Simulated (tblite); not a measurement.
H2Cl2Si (SMILES Cl[SiH2]Cl), singlet, at a GFN2-xTB geometry; GFN1-xTB (tblite 0.6.0).

tblite was given this input:
```
$ tblite run mol.xyz --method gfn1 --charge 0 --spin 0 --guess eeq --json tblite.json --no-restart

# file mol.xyz
5

Si    -0.02936543    -0.75380550     0.03346055
Cl     1.65605635     0.34030246     0.02683298
Cl    -1.62471822     0.46414191    -0.06254134
H     -0.09164621    -1.50633088     1.27695919
H     -0.02998600    -1.61594636    -1.13836493
```

Task: What does tblite print? Leave out banner, timings and long lists.

Result: 
```
xTB calculator
 | screened Coulomb repulsion
 | Coulomb electrostatics
 |  * isotropic Klopman-Ohno-Mataga-Nishimoto electrostatics
 |  * onsite third-order electrostatics
 | DFT-D3(BJ) dispersion correction

halogen bonding energy    0.0000000000000E+00 Eh
repulsion energy          4.8343720534063E-02 Eh
dispersion energy        -1.7330812641167E-03 Eh
number of electrons       2.0000000000000E+01 e
integral cutoff           2.8146159136829E+01 bohr

------------------------------------------------------------
  cycle        total energy    energy error   density error
------------------------------------------------------------
      1     -11.57930276891  -1.1625913E+01   4.0218109E-01
      2     -11.59006887613  -1.0766107E-02   2.2003560E-01
      3     -11.59070867760  -6.3980147E-04   4.1958811E-02
      4     -11.59151840159  -8.0972399E-04   1.3238409E-02
      5     -11.59156932272  -5.0921127E-05   8.0776441E-04
      6     -11.59156930788   1.4833223E-08   3.3679560E-04
      7     -11.59156939405  -8.6163100E-08   2.0580034E-05
      8     -11.59156939409  -4.7030824E-11   1.6050692E-06
------------------------------------------------------------

electronic energy        -1.1638180033365E+01 Eh
total energy             -1.1591569394095E+01 Eh

Post processing:
 | Mayer-Wiberg bond orders

[Info] JSON dump of results written to 'tblite.json'
```
